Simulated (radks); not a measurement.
Q: These are the eigenvalues of the occupied orbitals of an atom or ion with whole-number occupations (eV). Method: Dirac Kohn-Sham, PBE, spin-unpolarised, spherical densities, finite nucleus; Fermi nuclear charge, rms radius of each element as measured or else 0.836 A^(1/3) + 0.57 fm; computed with a radial shooting solver on a logarithmic mesh with Libxc functionals.

1s1/2: -7035.538
2s1/2: -854.7067
2p1/2: -742.0699
2p3/2: -729.5636
3s1/2: -127.2486
3p1/2: -94.0892
3p3/2: -92.4971
3d3/2: -39.2100
3d5/2: -39.0288
4f5/2: -6.2298

Which element is it, and in what charge state? The configuration may be excited. Open shells, if any, fill j = l - 1/2 first.

A: Z = 26, iron, charge +2: Fe2+ in [Ne] 3s1 3p6 3d6 4f1. The list shows which subshells hold electrons but not how many an open one holds; the 1s level, -258.55 hartree, gives Z - s = 22.7 by -(Z - s)^2/2, which with screening and relativity narrows Z to a few neighbours, and the depths of the outer levels then fix element, charge and occupations together.
